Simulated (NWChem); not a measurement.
Species: ZnOH, doublet; SMILES [Zn][OH]

```xyz
3

Zn     0.0389    -0.3841     0.0000
O     -0.1350     1.4246     0.0000
H      0.7237     1.8656     0.0000
```
Atoms are numbered in this order, from 1.

Computed with NWChem. Spin-unrestricted. In the optimisation the excess spin sits in a' (Cs, its own frame). Geometry: optimised at PBE0/def2-SVP, spin-unrestricted. This spin state was assumed; another may lie lower. No stability test was run on the SCF state. Vzz is the largest principal value of the second derivative of the potential at the nucleus (NWChem prints the opposite sign); η is the asymmetry. Non-relativistic.

```
level                Vzz Zn1 (a.u.)  η Zn1  Vzz O2 (a.u.)  η O2
-------------------  --------------  -----  -------------  ----
UHF/def2-TZVP                -2.298   0.11          1.439  0.57
CAM-B3LYP/def2-TZVP          -1.710   0.20          1.281  0.88
CAM-B3LYP/def2-SVP                …      …              …     …
```

Task: What belongs in the gaps?

Result: 
- CAM-B3LYP/def2-SVP, Vzz Zn1 (a.u.): -1.131
- CAM-B3LYP/def2-SVP, η Zn1: 0.28
- CAM-B3LYP/def2-SVP, Vzz O2 (a.u.): 1.368
- CAM-B3LYP/def2-SVP, η O2: 0.95
